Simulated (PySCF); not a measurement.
# Structure from 2D NMR

Compound of formula C4H7Cl3O2Si. Correlations simulated from computed shifts and the bond graph:

HSQC (one-bond C–H):
| δH | δC |
| --- | --- |
| 5.87 | 85.6 |
| 4.42 | 81.0 |
| 4.32 | 71.2 |
| 3.97 | 71.2 |
| 3.81 | 66.7 |
| 3.53 | 66.7 |

COSY cross peaks (H two or three bonds apart, from the bond graph; peaks can be absent where the dihedral angle is near 90°):
| δH | δH |
| --- | --- |
| 5.87 | 4.42 |
| 5.44 | 3.81 |
| 5.44 | 3.53 |
| 4.42 | 4.32 |
| 4.42 | 3.97 |
| 4.32 | 3.97 |
| 3.81 | 3.53 |

HMBC (two and three bonds, from the bond graph):
| δH | δC |
| --- | --- |
| 5.87 | 81.0, 71.2 |
| 5.44 | 81.0, 66.7 |
| 4.42 | 85.6, 71.2 |
| 4.32 | 85.6, 81.0, 66.7 |
| 3.97 | 85.6, 81.0, 66.7 |
| 3.81 | 71.2 |
| 3.53 | 71.2 |

PySCF 2.14 calculation with PBE0/pcSseg-1 with gauge-including orbitals and GFN2-xTB geometry; no relativistic terms, isolated molecule, a single conformation.

References, each an isolated molecule treated in the same way: ¹H (31.72 ppm) and ¹³C (186.93 ppm) against TMS.

Exchangeable hydrogens are left out of these lists.

**Question.** Work out the connectivity.

**Answer.** `ClC(Cl)[C@@H]1COC[Si@H](Cl)O1`.

Mapped SMILES: `[Cl:1][CH:2]([Cl:3])[C@@H:4]1[CH2:5][O:6][CH2:7][Si@H:8]([Cl:9])[O:10]1`. Each H is labelled by its parent atom. Ha(C5), Ha(C7) are cis to C2 on the ring; Hb(C5), Hb(C7) are trans to C2 on the ring.

δC 85.6 is C2, an sp3 CH bonded to 2 Cl (δH 5.87). δC 81.0 is C4, an sp3 CH bonded to O (δH 4.42). δC 71.2 is C5, an sp3 CH2 bonded to O (δH 3.97, 4.32). δC 66.7 is C7, an sp3 CH2 bonded to O and Si (δH 3.53, 3.81). COSY links 5.87–4.42, 5.44–3.81, 5.44–3.53, 4.42–4.32, 4.42–3.97, 4.32–3.97.

The data come from this structure; uniqueness wasn't tested.

Carbons that carry Cl, above all several Cl atoms, come out too deshielded, partly because spin–orbit coupling is missing. Shifts are as computed. Against solution values, carbons near 30 ppm lie about +3 ppm off and those near 130 ppm about +5 ppm; carbons on Cl a further +6 ppm. Of 1211 compounds with measured shifts, 218 miss one by over three times the rms of a fit or turn the order of signals round; such compounds aren't used in these exercises.
